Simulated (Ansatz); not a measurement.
Start from `[OH][Cd][Cl]` and change one element to get `[OH][Cd][Br]`.

Ansatz, PBE0-D4/def2-TZVP geometries, multiplicity 1. Each molecule was computed in one conformer, which needn't be the lowest.

Elements past krypton have def2 core potentials. Scalar relativity is left out up to krypton.

| property | `[OH][Cd][Cl]` |
| --- | --- |
| size of the dipole moment (PBE/def2-TZVPP) / D | 1.73 |
| size of the dipole moment (ωB97M-V/def2-TZVPP) / D | 1.76 |
| HOMO energy (ωB97M-V/def2-TZVPP) / eV | -10.73 |
| HOMO–LUMO gap (ωB97M-V/def2-TZVPP) / eV | 10.69 |
| ideal-gas entropy at 298 K and 1 bar (rigid rotor, harmonic PBE0-D4/def2-TZVP) / J/(mol·K) | 299 |
| LUMO energy (PBE/def2-TZVPP) / eV | -2.69 |

Problem. Give the same properties after the change, and the shifts. (Best estimate.)

Solution. The calculation gave: 
```json
{"property": "size of the dipole moment (PBE/def2-TZVPP) / D", "`[OH][Cd][Br]`": "1.56", "shift": "-0.17"}
{"property": "size of the dipole moment (ωB97M-V/def2-TZVPP) / D", "`[OH][Cd][Br]`": "1.63", "shift": "-0.13"}
{"property": "HOMO energy (ωB97M-V/def2-TZVPP) / eV", "`[OH][Cd][Br]`": "-10.43", "shift": "0.30"}
{"property": "HOMO–LUMO gap (ωB97M-V/def2-TZVPP) / eV", "`[OH][Cd][Br]`": "10.32", "shift": "-0.37"}
{"property": "ideal-gas entropy at 298 K and 1 bar (rigid rotor, harmonic PBE0-D4/def2-TZVP) / J/(mol·K)", "`[OH][Cd][Br]`": "311", "shift": "12"}
{"property": "LUMO energy (PBE/def2-TZVPP) / eV", "`[OH][Cd][Br]`": "-2.74", "shift": "-0.05"}
```

With PBE0 the HOMO rises by 0.18 eV and the LUMO falls by 0.07 eV, so the gap narrows by about 0.25 eV. PBE moves the HOMO by 0.07 eV and ωB97M-V by 0.30 eV. Dipoles are sizes alone; their direction can turn.

Spin–orbit coupling is left out; it splits and shifts lone-pair levels of the heavy atoms by tenths of an eV.
